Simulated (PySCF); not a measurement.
C2H9NSi2.
Geometry (PBE0-D3(BJ)/def2-SVP, Å), atoms numbered from 1 in this order:
```xyz
14
C2H9NSi2 angstrom
C     -2.2017   -0.5211    0.1811
C     -1.7466    0.0444   -0.9426
Si    -0.0250    0.7642   -1.0714
N      0.8244    0.6552    0.4466
Si     2.0133   -0.5109    0.9487
H     -3.2124   -0.9363    0.2642
H     -1.5685   -0.5938    1.0737
H     -2.4182    0.0963   -1.8108
H     -0.1327    2.1986   -1.4880
H      0.7713    0.0308   -2.1019
H      0.5941    1.3767    1.1251
H      3.3862    0.0729    1.0834
H      2.0496   -1.5867   -0.0846
H      1.6580   -1.1054    2.2761
```

Method used: PBE0-D3(BJ)/def2-SVP geometry optimisation, gas phase (PySCF 2.14.0).

Masses are those of the commonest isotopes; rigid-rotor values at the optimised geometry. The values belong to one conformer with, in the numbering `[CH2:1]=[CH:2][SiH2:3][NH:4][SiH3:5]`, C1–C2–Si3–N4 -3°, C2–Si3–N4–Si5 100°.

**Question.** Give the principal moments of inertia and the rotational constants in cm⁻¹.

**Answer.** Ia = 95.08, Ib = 306.16, Ic = 369.21 u·Å²; 505379 MHz·u·Å²/I gives 5315, 1651 and 1369 MHz, that is A = 0.17730, B = 0.05506, C = 0.04566 cm⁻¹.

**Question.** Classify the top.

**Answer.** An asymmetric top; Ray's κ = -0.857.

**Question.** What does the inertial defect say?

**Answer.** Not planar: Δ = Ic − Ia − Ib = -32.03 u·Å². For a rigid frame Δ = −2 Σ m c², so Σ m c² = 16.01 u·Å² lies off the ab plane: 8.73 from hydrogen and 7.28 from heavier atoms. The atom farthest from that plane is 1.65 Å away.

**Question.** Where do the levels up to J = 2 lie, in MHz?

**Answer.** Above 0(0,0):
J = 1: 1(0,1) 3020, 1(1,1) 6684, 1(1,0) 6966
J = 2: 2(0,2) 9043, 2(1,2) 12441, 2(1,1) 13287, 2(2,1) 24281, 2(2,0) 24297
Those of J = 1 are B + C, A + C and A + B.

**Question.** Which lines would a microwave search look for?

**Answer.** The dipole components are |μa| = 0.45 D, |μb| = 0.46 D, |μc| = 0.86 D. The squared components, which scale the intensities, stand as 0.27 : 0.28 : 1.00 (a : b : c). Some lines, for components of 0.1 D or more:

| type | branch | J(Ka,Kc) | MHz | lower level (cm⁻¹) |
| --- | --- | --- | --- | --- |
| a | Q | 5(2,3) ← 5(2,4) | 531 | 2.017 |
| b | Q | 2(1,1) ← 2(0,2) | 4244 | 0.302 |
| b | Q | 4(1,3) ← 4(0,4) | 5404 | 0.999 |
| b | R | 2(1,2) ← 1(0,1) | 9422 | 0.101 |
| a | R | 4(3,1) ← 3(3,0) | 12111 | 1.747 |
| b | R | 5(0,5) ← 4(1,4) | 12210 | 1.086 |
| a | R | 4(2,2) ← 3(2,1) | 12220 | 1.115 |
| b | Q | 5(2,4) ← 5(1,5) | 13587 | 1.564 |
| a | R | 5(3,3) ← 4(3,2) | 15146 | 2.151 |
| b | R | 2(2,1) ← 1(1,0) | 17315 | 0.232 |
| c | R | 4(1,3) ← 3(0,3) | 17328 | 0.602 |
| c | R | 2(2,0) ← 1(1,0) | 17331 | 0.232 |
| c | R | 5(1,4) ← 4(0,4) | 21132 | 0.999 |
| c | R | 4(2,3) ← 3(1,3) | 24338 | 0.703 |
| b | Q | 4(4,0) ← 4(3,1) | 26609 | 2.151 |
| b | Q | 4(4,1) ← 4(3,2) | 26613 | 2.151 |
| c | R | 3(3,1) ← 2(2,1) | 28096 | 0.810 |
| b | Q | 5(5,1) ← 5(4,2) | 34219 | 3.543 |
| b | R | 4(4,1) ← 3(3,0) | 38720 | 1.747 |
| c | R | 4(4,0) ← 3(3,0) | 38720 | 1.747 |
| c | R | 5(5,1) ← 4(4,1) | 49351 | 3.039 |

**Question.** Estimate the classical rotational partition function at 50 K, 100 K and 200 K.

**Answer.** Point group C1, symmetry number σ = 1; q = (√π/σ)·√((kT/h)³/(ABC)), k/h = 20836.6 MHz/K: 17200 at 50 K, 48600 at 100 K, 138000 at 200 K.

No PBE0-D3(BJ)/def2-SVP frequencies stand behind this structure, so it isn't proved a minimum. Constants of a rigid frame at the computed geometry: no zero-point averaging, no centrifugal distortion. A rigid rotor knows nothing of internal rotation, which can split or shift real lines. Quadrupole hyperfine structure (14N) is left out.
